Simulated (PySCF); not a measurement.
## Low-lying terms of Sn²⁺ (tin, charge +2)

Ground state [Kr] 4d10 5s2, ¹S. Computed with PySCF 2.14 in aug-cc-pwCVTZ-PP with one added diffuse shell each of d, f type with ECP28MDF (8s7p7d5f1g, 108 functions), with a scalar-relativistic core potential. Vertical excitation energies in eV without spin-orbit coupling; excited terms of each kind are numbered among those the solver found. Frozen: nothing.

```tsv
term	leading excitation	EOM-EE-CCSD
1 3P°	5s → p	7.077
1 1P°	5s → p	10.015
1 1D	5s → d	16.801
1 3S	5s → s	17.251
1 3D	5s → d	17.522
1 1S	5s → s	17.795
2 3P°	5s → p	19.938
2 1P°	5s → p	20.156
1 3F°	5s → f	22.374
1 1F°	5s → f	22.440
2 3D	5s → d	23.310
2 1D	5s → d	23.602
```

Doubly excited terms such as np² are absent. The solver can miss terms. Rydberg members are limited by the diffuse functions of the basis.
